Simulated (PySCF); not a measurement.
Cl4Sn (SMILES [Cl][Sn]([Cl])([Cl])[Cl]), singlet, geometry from GFN2-xTB (such geometries of metal compounds can be far from the true shape) (all electrons, no relativity); PySCF with BHANDHLYP/STO-3G.

Input for PySCF:
```python
from pyscf import gto, scf, dft

mol = gto.M(
    atom='''
Cl   -1.800326   -0.844165   -1.188518
Sn    0.000000    0.000000   -0.000000
Cl   -0.316765    2.263579    0.377138
Cl    1.945281   -0.315132   -1.217759
Cl    0.171811   -1.104282    2.029139
''',
    basis='sto-3g',
    charge=0,
    spin=0,
    verbose=4,
)

mf = dft.RKS(mol)
mf.xc = 'bhandhlyp'
mf.grids.atom_grid = (99, 590)
mf.grids.prune = None
mf.kernel()
```

The log (banner, timings and long lists left out):

```
PySCF version 2.14.0

[INPUT] verbose = 4
[INPUT] num. atoms = 5
[INPUT] num. electrons = 118
[INPUT] charge = 0
[INPUT] spin (= nelec alpha-beta = 2S) = 0
[INPUT] symmetry False subgroup None
[INPUT] Mole.unit = angstrom
[INPUT] Symbol           X                Y                Z      unit          X                Y                Z       unit  Magmom
[INPUT]  1 Cl    -1.800326000000  -0.844165000000  -1.188518000000 AA   -3.402123074934  -1.595240653943  -2.245973514116 Bohr   0.0
[INPUT]  2 Sn     0.000000000000   0.000000000000   0.000000000000 AA    0.000000000000   0.000000000000   0.000000000000 Bohr   0.0
[INPUT]  3 Cl    -0.316765000000   2.263579000000   0.377138000000 AA   -0.598599095848   4.277544371317   0.712687531166 Bohr   0.0
[INPUT]  4 Cl     1.945281000000  -0.315132000000  -1.217759000000 AA    3.676048325320  -0.595513173086  -2.301230995724 Bohr   0.0
[INPUT]  5 Cl     0.171811000000  -1.104282000000   2.029139000000 AA    0.324675735188  -2.086790544287   3.834516978674 Bohr   0.0

nuclear repulsion = 1019.23995728297
number of shells = 31
number of NR pGTOs = 189
number of NR cGTOs = 63
basis = sto-3g
ecp = {}

******** <class 'pyscf.dft.rks.RKS'> ********
method = RKS
initial guess = minao
damping factor = 0
level_shift factor = 0
DIIS = <class 'pyscf.scf.diis.CDIIS'>
diis_start_cycle = 1
diis_space = 8
diis_damp = 0
SCF conv_tol = 1e-09
SCF conv_tol_grad = None
SCF max_cycles = 50
direct_scf = True
direct_scf_tol = 1e-13
XC library pyscf.dft.libxc version 7.1.2
    S. Lehtola, C. Steigemann, M. J. T. Oliveira, and M. A. L. Marques,  SoftwareX 7, 1–5 (2018)
XC functionals = bhandhlyp
    A. D. Becke,  J. Chem. Phys. 98, 1372 (1993)
    Defined through Gaussian implementation.
radial grids:
    Treutler-Ahlrichs [JCP 102, 346 (1995); DOI:10.1063/1.469408] (M4) radial grids

becke partition: Becke, JCP 88, 2547 (1988); DOI:10.1063/1.454033
pruning grids: None
grids dens level: 3
symmetrized grids: False
atomic radii adjust function: <function treutler_atomic_radii_adjust>
User specified grid scheme (99, 590)
small_rho_cutoff = 0
Set gradient conv threshold to 3.16228e-05
Initial guess from minao.
tot grids = 292056
init E= -7768.99756474216
  HOMO = -0.690570071748025  LUMO = -0.39771700487468  gap/eV = 7.96894
cycle= 1 E= -7786.60850995625  delta_E= -17.6  |g|= 0.22  |ddm|= 3.06
  HOMO = -0.344685639536713  LUMO = 0.0273082049551075  gap/eV = 10.12247
cycle= 2 E= -7786.61932025149  delta_E= -0.0108  |g|= 0.0273  |ddm|= 0.329
  HOMO = -0.346900815642647  LUMO = 0.0368321034154676  gap/eV = 10.44190
cycle= 3 E= -7786.61971027821  delta_E= -0.00039  |g|= 0.0106  |ddm|= 0.101
  HOMO = -0.346403867044594  LUMO = 0.0343534542326162  gap/eV = 10.36093
cycle= 4 E= -7786.61977727958  delta_E= -6.7e-05  |g|= 0.000979  |ddm|= 0.0289
  HOMO = -0.346498447289331  LUMO = 0.0345692365402942  gap/eV = 10.36938
cycle= 5 E= -7786.61977815236  delta_E= -8.73e-07  |g|= 3.98e-05  |ddm|= 0.00436
  HOMO = -0.346500674678681  LUMO = 0.0345688361510446  gap/eV = 10.36943
cycle= 6 E= -7786.61977815445  delta_E= -2.09e-09  |g|= 5.18e-06  |ddm|= 0.000211
  HOMO = -0.346500872978442  LUMO = 0.0345691341675551  gap/eV = 10.36944
cycle= 7 E= -7786.6197781544  delta_E= 4.73e-11  |g|= 1.92e-08  |ddm|= 2.96e-05
  HOMO = -0.346500868363685  LUMO = 0.0345691381085197  gap/eV = 10.36944
Extra cycle  E= -7786.6197781544  delta_E= 5.46e-12  |g|= 6.21e-09  |ddm|= 5.86e-08
converged SCF energy = -7786.6197781544
```
